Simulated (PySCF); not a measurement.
Isomers of C6H10FNSi, mass 143.057 u with the commonest isotopes. Theory: PBE0/pcSseg-1 in PySCF (dipole) on a GFN2-xTB geometry, gas phase. One conformer each, none proved a minimum here; rigid rotors.

Question: Order these by radius of gyration √(Σ m r²/M), smallest first.
A. `[CH3:1][C@H:2]([SiH3:3])/[C:4]([C:5]#[N:6])=[CH:7]/[CH2:8][F:9]` with C1–C2–C4–C5 49°, C4–C7–C8–F9 150°
B. `[CH3:1][CH2:2][C@@H:3]1[CH2:4][C@H:5]([C:6]#[N:7])[Si@H:8]1[F:9]` with C1–C2–C3–C4 -67°, C2–C3–C4–C5 -135°, C3–C4–C5–C6 132°, C4–C5–Si8–F9 -122°, C2–C3–Si8–C5 129°
C. `[CH3:1][SiH2:2][C@@H:3]([CH3:4])/[C:5]([C:6]#[N:7])=[CH:8]\[F:9]` with C1–Si2–C3–C4 -178°, Si2–C3–C5–C6 -79°

Answer: C (2.196 Å), B (2.320 Å), A (2.433 Å).

Question: Order these by dipole moment, smallest first.
A. `[CH3:1][SiH2:2][C@@H:3]([CH3:4])/[C:5]([C:6]#[N:7])=[CH:8]\[F:9]` with C1–Si2–C3–C4 -178°, Si2–C3–C5–C6 -79°
B. `[CH3:1][C@H:2]([SiH3:3])/[C:4]([C:5]#[N:6])=[CH:7]/[CH2:8][F:9]` with C1–C2–C4–C5 49°, C4–C7–C8–F9 150°
C. `[CH3:1][CH2:2][Si@@H:3]1[CH2:4][C@H:5]([C:6]#[N:7])[C@@H:8]1[F:9]` with C1–C2–Si3–C4 -84°, C2–Si3–C4–C5 -121°, Si3–C4–C5–C6 135°, C4–C5–C8–F9 103°, C2–Si3–C8–C5 125°
D. `[CH3:1][CH2:2][C@@H:3]1[CH2:4][C@H:5]([C:6]#[N:7])[Si@H:8]1[F:9]` with C1–C2–C3–C4 -67°, C2–C3–C4–C5 -135°, C3–C4–C5–C6 132°, C4–C5–Si8–F9 -122°, C2–C3–Si8–C5 129°

Answer: A (2.93 D), B (3.22 D), D (4.24 D), C (5.51 D).

Question: Order these by out-of-plane moment Σ m c² = (Ia + Ib − Ic)/2, largest first.
A. `[CH3:1][CH2:2][Si@@H:3]1[CH2:4][C@H:5]([C:6]#[N:7])[C@@H:8]1[F:9]` with C1–C2–Si3–C4 -84°, C2–Si3–C4–C5 -121°, Si3–C4–C5–C6 135°, C4–C5–C8–F9 103°, C2–Si3–C8–C5 125°
B. `[CH3:1][C@H:2]([SiH3:3])/[C:4]([C:5]#[N:6])=[CH:7]/[CH2:8][F:9]` with C1–C2–C4–C5 49°, C4–C7–C8–F9 150°
C. `[CH3:1][SiH2:2][C@@H:3]([CH3:4])/[C:5]([C:6]#[N:7])=[CH:8]\[F:9]` with C1–Si2–C3–C4 -178°, Si2–C3–C5–C6 -79°
D. `[CH3:1][CH2:2][C@@H:3]1[CH2:4][C@H:5]([C:6]#[N:7])[Si@H:8]1[F:9]` with C1–C2–C3–C4 -67°, C2–C3–C4–C5 -135°, C3–C4–C5–C6 132°, C4–C5–Si8–F9 -122°, C2–C3–Si8–C5 129°

Answer: C (121.50 u·Å²), B (88.75 u·Å²), A (75.52 u·Å²), D (44.13 u·Å²).

| SMILES | point group | Ia (u·Å²) | Ib (u·Å²) | Ic (u·Å²) | κ | μa (D) | μb (D) | μc (D) |
| --- | --- | --- | --- | --- | --- | --- | --- | --- |
| CC[C@@H]1C[C@H](C#N)[Si@H]1F | C1 | 310.53 | 503.44 | 725.70 | -0.34 | 3.94 | 1.23 | 0.96 |
| CC[Si@@H]1C[C@H](C#N)[C@@H]1F | C1 | 192.34 | 641.53 | 682.81 | -0.95 | 4.57 | 1.20 | 2.83 |
| C[C@H]([SiH3])/C(C#N)=C/CF | C1 | 267.02 | 668.44 | 757.97 | -0.85 | 1.18 | 1.91 | 2.31 |
| C[SiH2][C@@H](C)/C(C#N)=C\F | C1 | 378.12 | 433.26 | 568.37 | 0.24 | 1.94 | 1.81 | 1.26 |
